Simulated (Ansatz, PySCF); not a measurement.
4H-1,3,5-oxadiazine (C3H4N2O), SMILES C1=NCN=CO1. Atoms are numbered in the order given.

```xyz
10

C     -0.6255    -0.0031    -1.1524
N      0.6263     0.0020    -1.2318
C      1.3861     0.0060     0.0000
N      0.6263     0.0020     1.2318
C     -0.6255    -0.0031     1.1524
O     -1.3653    -0.0055     0.0000
H     -1.2790    -0.0063    -2.0326
H      2.0608    -0.8685     0.0000
H      2.0516     0.8875     0.0000
H     -1.2790    -0.0063     2.0326
```
Charge 0, spin multiplicity 1.

Geometry optimised at PBE0-D3(BJ)/def2-SVP. Other conformers were not sampled.

Two levels are set side by side: PBE-D3(BJ)/def2-SVP (Ansatz, a program for electronic structure) and PBE0-D3(BJ)/def2-SVP (Ansatz). Each level has its own optimised geometry; the coordinates shown are those of the second. Frequencies come from the Hessian of PySCF at each geometry. Differences are taken from unrounded values.

```
quantity                            PBE0-D3(BJ)  PBE-D3(BJ)  PBE-D3(BJ) minus PBE0-D3(BJ)
----------------------------------  -----------  ----------  ----------------------------
mean bond length (Å)                      1.254       1.267                         0.012
bond C1–N2 (Å)                            1.254       1.267                         0.012
bond C1–O6 (Å)                            1.369       1.389                         0.019
bond N2–C3 (Å)                            1.447       1.460                         0.013
bond C3–N4 (Å)                            1.447       1.460                         0.013
bond N4–C5 (Å)                            1.254       1.267                         0.012
bond C5–O6 (Å)                            1.369       1.389                         0.019
bond C1–H7 (Å)                            1.096       1.105                         0.009
bond C3–H8 (Å)                            1.104       1.114                         0.010
bond C3–H9 (Å)                            1.105       1.114                         0.010
bond C5–H10 (Å)                           1.096       1.105                         0.009
highest harmonic wavenumber (cm⁻¹)         3207        3103                          -103
mean harmonic wavenumber (cm⁻¹)            1398        1338                           -61
zero-point energy (kcal/mol)              47.97       45.90                         -2.08
```

GGA bonds tend to be longer and softer than those of functionals with exact exchange. Differences between two approximate levels are no errors against the true value.
